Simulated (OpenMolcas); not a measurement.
# Al: effect of the active space

```yaml
Program: OpenMolcas
Method: SS-CASPT2 or its RAS form, IPEA 0.25 Eh, imaginary shift 0.1 Eh
Basis: ANO-R2
Scalar_Hamiltonian: X2C, finite nucleus
Spin-orbit_coupling: state interaction with AMFI integrals over the reference wave functions, term energies averaged over their components
```

A. 3 electrons in 4 orbitals (3s 3p); 2S+1 = 4 odd, 1 root (0 in the spin-orbit step); 2S+1 = 2 odd, 3 roots; 2S+1 = 4 even, 3 roots; 2S+1 = 2 even, 5 roots; closed shells correlated: 2s 2p; CASPT2 step about 1.8 core-seconds
B. 3 electrons in 8 orbitals (3s 3p 4s 4p); 2S+1 = 4 odd, 3 roots (0 in the spin-orbit step); 2S+1 = 2 odd, 3 roots; 2S+1 = 4 even, 3 roots; 2S+1 = 2 even, 5 roots; closed shells correlated: 2s 2p; CASPT2 step about 4 core-seconds
C. 3 electrons in 9 orbitals (RAS2 3s 3p; RAS3 3d, at most 2 electrons); 2S+1 = 4 odd, 1 root (0 in the spin-orbit step); 2S+1 = 2 odd, 3 roots; 2S+1 = 4 even, 3 roots; 2S+1 = 2 even, 5 roots; closed shells correlated: 2s 2p; CASPT2 step about 7 core-seconds

Energies in cm-1 above 3s2 3p 2P* 1/2, the measured ground level; measured values from NIST Handbook of Basic Atomic Spectroscopic Data.

```csv
Level,A,B,C,Measured
3s2 3p 2P* 1/2,0.0,0.0,0.0,0.0
3s2 3p 2P* 3/2,103,81.5,109,112
3s 3p2 4P 1/2,27040,27430,28090,29020
3s 3p2 4P 3/2,27080,27470,28120,29067
3s 3p2 4P 5/2,27140,27530,28190,29143
3s 3p2 2D 3/2,41330,40330,39470,
3s 3p2 2D 5/2,41330,40360,39470,
```

Deviations, from unrounded energies. A percentage is the sum of absolute deviations over the sum of measured energies, with the sign that they share, or ± where signs differ.

| Against measurement | Levels | A | B | C |
| --- | --- | --- | --- | --- |
| mean absolute deviation (cm-1) | 4 | 1500 | 1200 | 710 |
| fine structure of the ground term (%) | 1 | -7.7 | -27.3 | -3.1 |
| other configurations (%) | 3 | -6.8 | -5.5 | -3.2 |

C lies closest to measurement on these levels and A furthest from it. The largest miss of C in the table is 3s 3p2 4P 5/2, by -960 cm-1. The ranking rests on the paired levels alone, and a cruder setting can come out closer through cancelling errors.

Among A to C the level of the table that moves most is 3s 3p2 2D 3/2, by 1900 cm-1 (lowest in C, highest in A). Moves below CASPT2's spread within the term are not significant.

CASPT2 breaks the degeneracy within a term, and the mean is taken; among the terms shown or strongly mixed into the levels shown the widest spread is 23 cm-1 (3s 3p2 2D, B). Over all roots computed the reference weight is 0.92 to 0.98 in B; the roots of lowest weight are the least certain, and an intruder state may touch them. Terms of s pⁿ other than that of highest spin mix with s² pⁿ⁻² d, which this space lacks; all of them can be thousands of cm-1 off, and some have no real level of that name (holds for A; B). Active for correlation alone: 4p 4s; no level in the range computed is led by a configuration that fills them, so any true level of that kind is missing (holds for B). Active for correlation alone: 3d; no level in the range computed is led by a configuration that fills it, so any true level of that kind is missing (holds for C). Some terms mix strongly with configurations of 3d, whose occupation reaches 0.17 (3s 3p2 2D) (holds for C). Measured partners are found by configuration, term and J. A level has none where our copy of the source lacks it or the pairing is in doubt (some pairs that miss far off the trend of their configuration count as doubtful), and it then counts in no deviation. Only configurations of the active space appear.

* marks odd parity.
